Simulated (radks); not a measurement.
The numbers below are computed, except where a source is named.
The caesium ion Cs+ inside a hard spherical wall (all orbitals vanish at R), configuration held at [Xe] and not refilled when levels cross. Code: a radial shooting solver on a logarithmic mesh with Libxc functionals. Model: scalar-relativistic Kohn-Sham, PBEsol, spin-unpolarised, spherical densities, finite nucleus; Fermi nuclear charge, rms radius 4.8041 fm. Eigenvalues in eV, with the zero of energy where the potential of the charges vanishes at infinity; a dash marks a level that is unbound or too diffuse for the functional's potential to be trusted. A positive occupied level is held by the wall or, in an anion where self-interaction has pushed it up, behind a barrier. The pressure on the wall is -dE/dV.

R (bohr),E (hartree),kinetic (hartree),e(4p),e(4d),e(5s),e(5p),"e(6s, empty)","e(5d, empty)",pressure (GPa)
free,-7783.3702,8199.414,-165.85,-79.423,-31.980,-18.685,-,-4.326,0
15,-7783.3702,8199.414,-165.85,-79.423,-31.980,-18.685,-,-4.326,< 0.0001
12,-7783.3702,8199.414,-165.85,-79.423,-31.980,-18.685,-5.511,-4.321,< 0.0001
10,-7783.3702,8199.414,-165.85,-79.423,-31.980,-18.685,-5.451,-4.294,< 0.0001
5,-7783.3391,8199.692,-165.04,-78.628,-31.362,-18.028,1.167,-1.771,5.81
4,-7783.1422,8201.005,-162.23,-75.874,-29.233,-15.568,13.225,3.097,66.4
3,-7781.6563,8208.368,-151.66,-65.675,-20.004,-4.241,55.089,20.935,918
2,-7767.8093,8260.792,-112.99,-28.250,36.111,62.773,244.69,108.37,22300
